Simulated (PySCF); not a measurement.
Computed shifts of a molecule C5H7BO, PySCF with PBE/pcSseg-1, GIAO, gas phase, equivalent atoms averaged, in ppm (number of nuclei): ¹³C: 101.5 (1), 90.4 (1), 85.3 (1), 31.5 (1), 16.3 (1). ¹H: 5.23 (1), 4.66 (1), 3.01 (1), 2.00 (1), 1.45 (3). References: ¹³C against TMS (σ = 182.0 ppm); ¹¹B against BF3 (σ = 83.9 ppm); ¹⁷O against H2O (σ = 334.3 ppm); ¹H against TMS (σ = 31.49 ppm), references at their B3LYP-D3(BJ)/def2-TZVP geometries, non-relativistic. Coordinates come from a PBE0-D3(BJ)/def2-SVP optimisation. One conformer was computed; it need not be the lowest.

Q: Identify the compound among the candidates.
A. C#CB1OC[C@@H]1C
B. C=C1C=COB1C
C. C=CCB1C=CO1
D. C#CB(C)CC=O

A: A, C#CB1OC[C@@H]1C
